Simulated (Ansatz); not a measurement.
Other settings, tried on ReO3(NH2) (ReNO3H2).

```yaml
crystal:
  periodic: [false, false, false]
  atoms:
    - {symbol: Re, position_ang: [0.351001, 0.614548, 0.230682]}
    - {symbol: O, position_ang: [0.347717, 0.637483, 1.944255]}
    - {symbol: O, position_ang: [1.967802, 0.564142, -0.326705]}
    - {symbol: O, position_ang: [-0.489710, 1.993606, -0.335237]}
    - {symbol: N, position_ang: [-0.545217, -0.945180, -0.436854]}
    - {symbol: H, position_ang: [-0.072719, -1.833609, -0.592834]}
    - {symbol: H, position_ang: [-1.558874, -1.030980, -0.483308]}
basis:
  gaussian: {orbitals: def2-mTZVPP, point_charges: [{charge: 2.00, position_ang: [6.423, -0.718, 0.910]}]}
hamiltonian: {xc: {name: PBE0}, dispersion: d3bjatm}
output: {forces: true}
```

```sh
$ ansatz run in.yaml --threads 4 --pin off --events-out ev --progress --plain --max-ram 3916MiB
```

It prints (some lines left out):

```
Functional definition: PBE0
1106 factors; their error is unknown
mean field evaluation 1: about -9767.0015 eV, gradient 1.2e2 eV
mean field evaluation 2: about -9604.3939 eV, gradient 3.2e2 eV
mean field evaluation 4: about -9787.9851 eV, gradient 4.3e1 eV
mean field evaluation 8: about -9791.3571 eV, gradient 1.5e0 eV
mean field evaluation 16: about -9791.3976 eV, gradient 9.9e-4 eV
mean field -9791.39760626 eV, -359.8272251825 hartree, gradient 2.8e-5 eV, S^2 0.000000; 0 other end points of the search recorded, 0 dependent functions left out
reference -9791.39762983 eV, -359.8272260486 hartree; 24, 24 occupied and 118, 118 virtual orbitals, 1106 factors
Total energy: -9791.53530575 eV, -359.8322855453 hartree
Atom 0 at     0.351001     0.614548     0.230682 Å, force    -1.444579     0.497903     0.071192 eV/Å
Atom 1 at     0.347717     0.637483     1.944255 Å, force     0.142748    -0.051145    -0.289611 eV/Å
Atom 2 at     1.967802     0.564142    -0.326705 Å, force     1.031998    -0.192836    -0.115424 eV/Å
Atom 3 at    -0.489710     1.993606    -0.335237 Å, force     0.408108    -0.662799     0.290727 eV/Å
Atom 4 at    -0.545217    -0.945180    -0.436854 Å, force     0.005948    -0.142204    -0.008181 eV/Å
Atom 5 at    -0.072719    -1.833609    -0.592834 Å, force    -0.189182     0.325042     0.093424 eV/Å
Atom 6 at    -1.558874    -1.030980    -0.483308 Å, force     0.253817     0.097628     0.001843 eV/Å
Dipole moment:    -0.839108    -0.688965    -0.313996 e Å
```

It took 1.6 s on 4 threads of Arm Neoverse V2 on a shared host.

In the def2 sets Re takes a core potential; there is no spin–orbit coupling.
